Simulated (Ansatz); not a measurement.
Total energies of LaO3H3 from Ansatz at PBE0-D4/def2-TZVP, gas phase (1 Eh = 27.2114 eV = 2625.5 kJ/mol). The reference geometry is relaxed at r2SCAN-D4/def2-SVP.

```xyz
7

La   -0.685   -0.211   -0.104
O     1.442   -0.910    0.400
O     1.442   -1.125   -1.067
O    -1.110    1.810    0.542
H    -2.189   -1.594    0.641
H    -1.155    2.694    0.916
H     2.255   -0.664   -1.329
```

```json
{"state": "charge 0 singlet", "geometry": "reference", "energy (Eh)": "-258.91517"}
{"state": "charge 1 doublet", "geometry": "reference", "energy (Eh)": "-258.60632"}
{"state": "charge 1 doublet", "geometry": "relaxed at r2SCAN-D4/def2-SVP", "energy (Eh)": "-258.62465"}
```

In the def2 sets La takes a core potential; there is no spin–orbit coupling. The structure holds one bond between oxygen atoms, so isomers without such links may lie far lower.

Q: Work out the vertical ionisation energy to the doublet.

A: E(charge 1 doublet) − E(charge 0 singlet) = -258.60632 − (-258.91517) = 0.30885 Eh = 8.40 eV. For comparison, −ε of the highest occupied level is 6.20 eV at this level, 2.20 eV less.

Q: How much does the charge 1 doublet relax, and what is the adiabatic ionisation energy?

A: Relaxation: -258.60632 − (-258.62465) = 0.01833 Eh = 0.50 eV. Adiabatic ionisation energy: 0.29052 Eh = 7.91 eV, without zero-point energy. 

The structure comes from a short search, and lower isomers may exist.
